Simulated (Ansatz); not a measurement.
Pulling on the Sn1–H2 bond in CH4OSn (SMILES C[O][SnH]) (multiplicity 1 held, fragments rigid). Energies count from the point at 1.803 Å.
Geometry at that point (charge 0, multiplicity 1):
```xyz
7

Sn    -0.2559    -0.3540     0.4797
H     -1.2954    -0.7768    -0.9320
O      0.8827     0.8922    -0.5659
C      0.7858     1.2266    -1.9346
H      0.6295     2.3050    -2.0404
H      1.7204     0.9698    -2.4438
H     -0.0383     0.7038    -2.4332
```

Signs of static correlation in def2-TZVPP, with CASSCF(2,2), from Ansatz (a first-principles code) runs.

```csv
R (Å),T1 of restricted CCSD,⟨S²⟩ of UHF,largest double amplitude of restricted CCSD,weight of the CASSCF reference in MRCISD,CASSCF natural occupations
1.443,0.018,0.000,0.074,0.883,1.98 0.02
1.623,0.018,0.000,0.068,0.883,1.98 0.02
1.803,0.018,0.000,0.061,0.883,1.97 0.03
1.984,0.019,0.000,0.051,0.883,1.96 0.04
2.164,0.020,0.000,0.056,0.883,1.94 0.06
2.435,0.022,___,0.115,0.883,1.90 0.10
2.705,0.026,___,0.184,0.883,1.85 0.15
3.156,0.039,0.861,0.300,0.883,1.70 0.30
3.607,0.061,0.962,0.458,0.884,1.50 0.50
4.148,0.092,1.002,0.695,0.884,1.29 0.71
4.869,0.120,1.014,0.970,0.884,1.12 0.88
5.771,0.131,1.017,1.130,0.884,1.04 0.96
```

Fill in the missing entries.


- 2.435, ⟨S²⟩ of UHF: 0.151
- 2.705, ⟨S²⟩ of UHF: 0.565

Doubts at one or more of the structures used: a restricted determinant that unrestricted orbitals would lower (R-CCSD(T)/def2-TZVPP); other coupled-cluster roots lie near (R-CCSD(T)/def2-TZVPP); T1 above 0.05 (R-CCSD(T)/def2-TZVPP, U-CCSD(T)/def2-TZVPP); a spin-contaminated determinant (U-CCSD(T)/def2-TZVPP).
